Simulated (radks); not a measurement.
Problem. Pt65+, configuration [Ne] 3s2 3p1. Method: Dirac Kohn-Sham, LDA (Slater exchange, Perdew-Wang correlation), spin-unpolarised, spherical densities, finite nucleus; open shells fill j = l - 1/2 first; Fermi nuclear charge, rms radius 5.427 fm; computed with a radial shooting solver on a logarithmic mesh with Libxc functionals. Some entries of the table are withheld. Estimate them.

orbital,occ.,eigenvalue (hartree),<r> (bohr)
1s1/2,2,-3081.632,0.01716
2s1/2,2,(1),0.07083
2p1/2,2,-683.9708,0.05826
2p3/2,4,-618.6817,0.06637
3s1/2,2,-286.0044,0.1714
3p1/2,1,-279.6103,0.1604
3p3/2,0,-261.9670,0.1724
3d3/2,0,(2),(3)
3d5/2,0,(4),(5)
4s1/2,0,-153.1615,0.3183
4p1/2,0,-150.4613,(6)
4p3/2,0,-143.3632,(7)
4f5/2,0,(8),0.2655
4f7/2,0,(9),0.2678

Solution. 
(1) 2s1/2 eigenvalue (hartree): -701.7961
(2) 3d3/2 eigenvalue (hartree): -253.7457
(3) 3d3/2 <r> (bohr): 0.1471
(4) 3d5/2 eigenvalue (hartree): -249.5862
(5) 3d5/2 <r> (bohr): 0.1509
(6) 4p1/2 <r> (bohr): 0.3089
(7) 4p3/2 <r> (bohr): 0.3250
(8) 4f5/2 eigenvalue (hartree): -136.2593
(9) 4f7/2 eigenvalue (hartree): -135.5341
